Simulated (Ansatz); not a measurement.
Program: Ansatz. Geometries: PBE0-D4/def2-TZVP. ΔE: electronic, gas phase. CCSD(T)/CBS adds triple-zeta CCSD(T) − MP2 to the extrapolated MP2 energy (def2 sets, frozen cores). This one scheme is used for every species. Functionals use def2-TZVPP. def2 core potentials past Kr. For Mo outer-core shells are correlated without core-valence functions, which leaves a few kJ/mol of doubt a bond. Each species was taken in one conformer, which may not be the lowest.

Reaction (formal hydrolysis of a Mo–C bond): `[CH3][Mo]([NH2])(=[S])=[S]` + H₂O → `[NH2][Mo]([OH])(=[S])=[S]` + CH₄

(1) Is it downhill or uphill in electronic energy at CCSD(T)/CBS, and by how much? (Estimate.)

(2) What do these levels give: BLYP-D4, B97M-V, PBE0, r2SCANh, CAM-B3LYP, MP2/def2-TZVPP? (Estimate.)

(3) What do rigid-rotor, harmonic-oscillator terms from PBE0-D4/def2-TZVP frequencies (298.15 K, 1 bar) make of the CCSD(T)/CBS value? (Best estimate.)

Largest T1 diagnostic among the species: 0.025, so the coupled-cluster value is less sure than usual.

Answers

(1) Ansatz gave: Downhill: ΔE = -85.1 kJ/mol.

(2) The calculation gave: BLYP-D4 -109.7, B97M-V -111.1, PBE0 -97.9, r2SCANh -105.3, CAM-B3LYP -107.5, MP2/def2-TZVPP -89.9 kJ/mol.

(3) Computed: ΔZPE = +1.6 kJ/mol, ΔH = -84.3 kJ/mol, ΔS = -9 J/(mol·K), ΔG = -81.5 kJ/mol.

From BLYP to BHLYP (50 % exact exchange), in def2-TZVPP and without D4, ΔE moves by +14.0 kJ/mol. The D4 term adds +4.5 kJ/mol with B3LYP and +2.7 kJ/mol with PBE0; it sums over pairs of atoms, weighted by their polarisabilities, and B3LYP, whose exchange is more repulsive, gets the larger term.

B3LYP here is the variant with VWN-RPA as its local correlation; programs differ in this.
